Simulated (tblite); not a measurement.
Compound: C₄H₉O₃ (doublet state).
Structure used (GFN2-xTB), in Å, numbered top down from 1:
```
atom  x, y, z in Å
C1     1.9934    0.6427    0.1305
O2     0.9594   -0.0410    0.8032
C3    -0.0768   -0.5135    0.0531
C4    -0.8210   -1.6003    0.7923
C5    -1.2123    0.7295   -0.2878
O6    -2.2060    0.2134   -0.8647
O7    -0.4987    1.7046   -0.9925
H8     2.7749    0.8129    0.8687
H9     1.6338    1.5996   -0.2576
H10    2.3859    0.0434   -0.6978
H11    0.2263   -0.8100   -0.9587
H12   -1.7843   -1.7670    0.3196
H13   -0.2379   -2.5189    0.7703
H14   -0.9678   -1.3036    1.8270
H15   -1.3473    1.1157    0.7441
H16   -0.8291    1.7015   -1.9021
```

Computed with GFN2-xTB (tblite): harmonic, unscaled wavenumbers at the GFN2-xTB geometry, gas phase. The method is semi-empirical: single wavenumbers can be off by several per cent or more. One conformer, not necessarily the lowest. Open shells enter through the occupations alone, without spin polarisation, and single modes of such species can be off by tens of per cent.

Harmonic wavenumbers (cm⁻¹): 63.8, 115.7, 168.4, 201.1, 227.2, 281.1, 317.1, 364.9, 376.8, 442.3, 506.0, 565.9, 591.1, 904.4, 965.1, 1015.7, 1064.7, 1091.1, 1113.7, 1127.3, 1138.2, 1154.7, 1180.9, 1222.7, 1259.6, 1310.0, 1383.4, 1394.5, 1420.6, 1450.0, 1454.9, 1461.9, 1463.5, 2709.6, 2891.4, 2936.5, 2963.1, 3020.0, 3028.2, 3055.1, 3062.0, 3492.0.

A = 3381, B = 2371, C = 1493 MHz; mass 105.055 u (most abundant isotopes); point group C1, symmetry number 1; spin multiplicity 2.

Problem. Zero-point energy?

Solution. ½Σν̃ = 27978 cm⁻¹ = 79.99 kcal/mol.

Problem. Entropy at 350 K, 1 bar (ideal gas, RRHO, classical rotation)?

Solution. Translation 40.69, rotation 28.16, vibration 26.67, spin (R ln 2) 1.38: S = 96.9 cal/(mol K).

Problem. And Cp and H(350 K) − H(0)?

Solution. Cp = 36.88 cal/(mol K), of which vibrations give 28.93 (their classical limit is 42 R = 83.5); H(350 K) − H(0) = 7.90 kcal/mol without the zero-point energy, 5.12 from vibrations.

Problem. Which modes carry the vibrational entropy at 350 K?

Solution. 63.8 cm⁻¹: 4.65; 115.7 cm⁻¹: 3.48; 168.4 cm⁻¹: 2.76; 201.1 cm⁻¹: 2.42; 227.2 cm⁻¹: 2.19; 281.1 cm⁻¹: 1.81 cal/(mol K); the other 36 give 9.36 together.

Problem. Blend soft modes into free rotors: weight 1/[1 + (100 cm⁻¹/ν̃)⁴] for the oscillator and the rest for a rotor with moment μB/(μ + B), μ = h/(8π²ν), B = 10⁻⁴⁴ kg m². What vibrational entropy results?

Solution. 25.41 cal/(mol K) in place of 26.67, which changes −T·S at 350 K by +0.44 kcal/mol.

Problem. How do the functions run with temperature in this model?

Solution. 
| T (K) | S (cal/(mol K)) | Cp (cal/(mol K)) | H − H(0) (kcal/mol) | G − H(0) (kcal/mol) | ln q(vib) |
| --- | --- | --- | --- | --- | --- |
| 100 | 65.6 | 16.4 | 1.14 | -5.42 | 0.95 |
| 200 | 79.8 | 25.2 | 3.24 | -12.72 | 2.91 |
| 300 | 91.5 | 33.0 | 6.15 | -21.30 | 5.01 |
| 500 | 111.9 | 47.5 | 14.26 | -41.70 | 9.20 |
| 800 | 137.7 | 62.1 | 30.90 | -79.27 | 15.21 |
| 1000 | 152.3 | 68.5 | 43.99 | -108.30 | 18.96 |

q(vib) and H(0) count from the zero-point level.

Hindered rotation and anharmonicity are outside this model. Other conformers, if any are populated, would add a mixing term that is left out. The structure is chiral; the term R ln 2 for an equal mix with its mirror image is left out.
